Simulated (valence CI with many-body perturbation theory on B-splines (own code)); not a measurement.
# Questions on Br XXIX

Method: relativistic CI+MBPT: five valence electrons over a frozen Dirac-Fock core [He], radial functions for each j: 11 s, 11 p, 10 d, 8 f, 5 g, 2 h, with the one-electron correlation potential Σ1, the two-electron term Σ2, the three-electron term Σ3, Breit, model QED; selected CI, second order for the rest, scaled by the run's own slope (own B-spline code, finite nucleus).

No measured spectrum was set against this ion. As an estimate, large intervals hold to a few tenths of a per cent, small ones and those within an open d or f shell to about a per cent. Among the levels kept, up to 5300 cm⁻¹ of a level comes from second order outside the variational space, and about a tenth of that is noise between levels of different J, which matters for small intervals.

Levels are named by their leading jj configuration (3d3/2^4 stands for four electrons in 3d with j = 3/2), which in mixed levels can hold well under half, so a name can repeat and another be missing.

Rates and lifetimes use the calculated energies. Strong lines usually hold to 10 to 20 %, long lifetimes can be off by a factor of two.

**Question.** What is the ground level?

**Answer.** (2s^2 2p1/2^2 2p3/2) J=3/2, composition 50 % 2s2 2p3 4S° + 33 % 2s2 2p3 2P° + 16 % 2s2 2p3 2D°, g = 1.577.

**Question.** What is the ionisation energy?

**Answer.** 3168 eV; NIST lists 3169 ± 24 eV (semi-empirical).

**Question.** How well does LS coupling describe the low levels?

**Answer.** Among the lowest 20 levels the leading LS term, summed over configurations, holds 73 % on average. For single configurations the figures are 72 % in LS and 88 % in jj coupling. Terms mix most in the J = 1/2 level at 2086.8 × 10³ cm⁻¹, where the leading one holds 43 %.

**Question.** Among levels below 17356 × 10³ cm⁻¹, which E1 lines absorb most strongly from the ground level?

**Answer.** to (2s^2 2p1/2 2p3/2 3d3/2) J=3/2 at 0.6451 nm, f = 0.419; to (2s^2 2p1/2 2p3/2 3d3/2) J=5/2 at 0.6457 nm, f = 0.357; to (2s^2 2p1/2^2 3d5/2) J=5/2 at 0.6630 nm, f = 0.327.

**Question.** Where does the other parity begin?

**Answer.** At (2s 2p1/2^2 2p3/2^2) J=5/2, 1305.7 × 10³ cm⁻¹.
